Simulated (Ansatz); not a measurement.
Ansatz (an electronic-structure program) input (CCSD(T)/aug-cc-pVDZ):

Ansatz 0.2 input:
```yaml
crystal:
  periodic: [false, false, false]
  atoms:
    - {symbol: C, position_ang: [-0.55248586, 1.40040833, -0.53782509]}
    - {symbol: C, position_ang: [-0.40434339, -0.11930474, -0.32460386]}
    - {symbol: C, position_ang: [-1.71299460, -0.72503629, 0.18494553]}
    - {symbol: C, position_ang: [0.72791941, -0.45537738, 0.59088577]}
    - {symbol: N, position_ang: [2.02834454, -0.20231928, 0.14592625]}
    - {symbol: H, position_ang: [0.38387242, 1.83811911, -0.88521767]}
    - {symbol: H, position_ang: [-0.82380145, 1.89040471, 0.40055380]}
    - {symbol: H, position_ang: [-1.33149782, 1.61966513, -1.27283730]}
    - {symbol: H, position_ang: [-0.18544736, -0.56381516, -1.30672648]}
    - {symbol: H, position_ang: [-1.63735214, -1.80937614, 0.27681394]}
    - {symbol: H, position_ang: [-2.54077600, -0.49205554, -0.48758116]}
    - {symbol: H, position_ang: [-1.96270101, -0.32111035, 1.16985199]}
    - {symbol: H, position_ang: [0.58287662, -0.34778507, 1.66049038]}
    - {symbol: H, position_ang: [2.20603127, -0.47038234, -0.81294626]}
    - {symbol: H, position_ang: [2.76181029, -0.53156906, 0.75570083]}
basis:
  gaussian:
    orbitals: aug-cc-pVDZ
magnetization: {spin_polarized: true, initial_magnetization: 1}
correlation: {method: ccsd_t, electrons: outside_noble_gas}
output: {forces: true}
```

End of the output:

```
Atom 1 at    -0.404343    -0.119305    -0.324604 Å, force    -0.129397     0.132903    -0.115054 eV/Å
Atom 2 at    -1.712995    -0.725036     0.184946 Å, force     0.103655     0.043310    -0.007056 eV/Å
Atom 3 at     0.727919    -0.455377     0.590886 Å, force    -0.205414    -0.376104     0.117775 eV/Å
Atom 4 at     2.028345    -0.202319     0.145926 Å, force     0.309057     0.448025    -0.121394 eV/Å
Atom 5 at     0.383872     1.838119    -0.885218 Å, force     0.429623     0.195100    -0.164919 eV/Å
Atom 6 at    -0.823801     1.890405     0.400554 Å, force    -0.121713     0.205459     0.438298 eV/Å
Atom 7 at    -1.331498     1.619665    -1.272837 Å, force    -0.341708     0.081855    -0.326026 eV/Å
Atom 8 at    -0.185447    -0.563815    -1.306726 Å, force     0.096624    -0.187630    -0.404375 eV/Å
Atom 9 at    -1.637352    -1.809376     0.276814 Å, force     0.036935    -0.489859     0.033065 eV/Å
Atom 10 at    -2.540776    -0.492056    -0.487581 Å, force    -0.363877     0.109083    -0.313918 eV/Å
Atom 11 at    -1.962701    -0.321110     1.169852 Å, force    -0.097794     0.191334     0.441884 eV/Å
Atom 12 at     0.582877    -0.347785     1.660490 Å, force    -0.062834     0.072298     0.511658 eV/Å
Atom 13 at     2.206031    -0.470382    -0.812946 Å, force     0.068396    -0.128552    -0.344486 eV/Å
Atom 14 at     2.761810    -0.531569     0.755701 Å, force     0.264160    -0.143250     0.215162 eV/Å
Dipole moment:     0.165509    -0.100588    -0.065091 e Å
```

It need not be the lowest isomer of its formula.
